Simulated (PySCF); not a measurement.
F3S, SMILES F[S+](F)F, charge +1. Atoms are numbered in the order given.

```xyz
4

F     -1.1567     0.6678    -0.2651
S      0.0000     0.0000     0.4473
F      0.0000    -1.3356    -0.2651
F      1.1567     0.6678    -0.2651
```
Charge +1, spin multiplicity 1.

Geometry optimised at B3LYP-D3(BJ)/def2-TZVP. The isomer is the one that the SMILES or the coordinates give; other isomers of the formula were not compared.

Calculation: B3LYP/pcJ-1 (PySCF).

Isotropic couplings with Fermi-contact, spin-dipole and both spin-orbit terms, one fixed conformer, no vibrational averaging. Isotopes: 19F.

Q: Estimate the spin–spin coupling constants. (The exact figures need the calculation; the answer reports its results.)

A: 
```tsv
pair	bonds apart	J (Hz)
F1–F3	2	102.6
F1–F4	2	102.5
F3–F4	2	102.6
```
